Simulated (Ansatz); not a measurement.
Calculated with Ansatz (gas phase, PBE0-D4/def2-TZVP geometries, no zero-point term in ΔE). CBS: MP2 limit from def2 TZ/QZ plus the TZ coupled-cluster correction, frozen cores.

`[SiH3]C1=CO[SiH2]1` + `[CH2]1[NH][AlH]1` → `[SiH3][N]1[CH2][AlH]1` + `C1=C[SiH2]O1`  (ligand exchange at the Si–C bond)

`[SiH3]C1=CO[SiH2]1`:

```xyz
11

Si   -0.257    1.841    0.132
C     0.037    0.037    0.027
C     1.071   -0.695    0.501
O     0.942   -2.032    0.227
Si   -0.534   -1.615   -0.545
H     0.868    2.485    0.864
H    -0.356    2.448   -1.223
H    -1.527    2.137    0.848
H     1.964   -0.401    1.050
H    -0.512   -1.945   -1.989
H    -1.697   -2.261    0.108
```

`[CH2]1[NH][AlH]1`:

Cartesian coordinates in Å:
```
C 0.412 -0.418 0.611
N 0.398 0.712 -0.386
Al -1.095 -0.127 -0.541
H 1.155 -1.197 0.426
H 0.420 -0.116 1.661
H 1.179 1.338 -0.469
H -2.469 -0.191 -1.301
```

`[SiH3][N]1[CH2][AlH]1`:

```xyz
10

Si   -1.262    0.077    0.923
N     0.163    0.302    0.011
C     0.782   -0.782   -0.877
Al    1.603    0.928   -0.746
H    -2.426   -0.265    0.052
H    -1.117   -1.039    1.905
H    -1.568    1.332    1.662
H     1.137   -1.657   -0.330
H     0.155   -1.080   -1.720
H     2.532    2.184   -0.881
```

`C1=C[SiH2]O1`:

Cartesian coordinates in Å:
```
C -0.798 0.168 0.791
C 0.209 0.932 0.335
Si 0.529 -0.509 -0.745
O -0.833 -1.050 0.145
H -1.560 0.333 1.549
H 0.492 1.924 0.639
H 0.245 -0.431 -2.199
H 1.717 -1.366 -0.515
```

| species | CCSD(T)/CBS(def2) energy (Eh) |
| --- | --- |
| `[SiH3]C1=CO[SiH2]1` | -733.02751 |
| `[CH2]1[NH][AlH]1` | -337.12157 |
| `[SiH3][N]1[CH2][AlH]1` | -627.42841 |
| `C1=C[SiH2]O1` | -442.73880 |

Question: Work out ΔE.

Answer: ΔE = (-627.42841) + (-442.73880) − (-733.02751) − (-337.12157) = -0.01813 Eh = -11.4 kcal/mol.

Largest T1 diagnostic among the species: 0.015.

In def2-TZVPP, CCSD(T) changes the Hartree–Fock value by +2.2 kcal/mol (the triples alone add +0.4 kcal/mol) and MP2 by +2.0 kcal/mol. From PBE to PBE0 (25 % exact exchange), in def2-TZVPP and without D4, ΔE moves by −0.8 kcal/mol.
